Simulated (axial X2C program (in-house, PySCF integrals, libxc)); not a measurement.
# Potential curves of SiSb⁻, with spin–orbit coupling

Computed with an in-house all-electron X2C program for linear molecules (integrals from PySCF). Two-component (2c) means X2C with spin–orbit coupling and atomic mean-field two-electron Coulomb and Gaunt terms. Basis: Sb dyall-acv3z [12s13p9d5f1g], Si dyall-av3z [9s8p3d2f] (cores contracted in-house); Gaussian nuclei, density fitting, unrestricted open shells. Masses: Sb 120.904 u, Si 27.977 u.

State: Ω = 0 (closed shell). Energies in eV from the fragments at the same level (Sb + Si-). Fits are polynomials in 1 − R0/R over 0.85 to 1.23 times the lowest point R0.

```json
{"R (Å)": "2.0106", "PBE0": "-2.7851"}
{"R (Å)": "2.1030", "PBE0": "-3.4680"}
{"R (Å)": "2.1723", "PBE0": "-3.7621"}
{"R (Å)": "2.2417", "PBE0": "-3.9137"}
{"R (Å)": "2.3110", "PBE0": "-3.9544"}
{"R (Å)": "2.3919", "PBE0": "-3.8950"}
{"R (Å)": "2.4728", "PBE0": "-3.7507"}
{"R (Å)": "2.5768", "PBE0": "-3.4793"}
{"R (Å)": "2.7039", "PBE0": "-3.0672"}
{"R (Å)": "2.8887", "PBE0": "-2.4004"}
```

The state is one determinant whose occupation by symmetry is held fixed; it was picked as the lowest of a PBE0 search that is not exhaustive. Closed shells are restricted here (equal orbitals for both partners); the stretched side of such a curve lies too high. Dissociation energies refer to the lowest single-determinant-based atoms at the same level and basis. Without a current term, density functionals place determinants with orbital angular momentum somewhat too high.

(1) What are Re, ωe and De at the PBE0 level?

Results:

(1) At PBE0, 2c: Re = 2.306 Å, ωe ≈ 465 cm⁻¹, De = 3.95 eV to Sb + Si-; Be follows as 0.14 cm⁻¹.
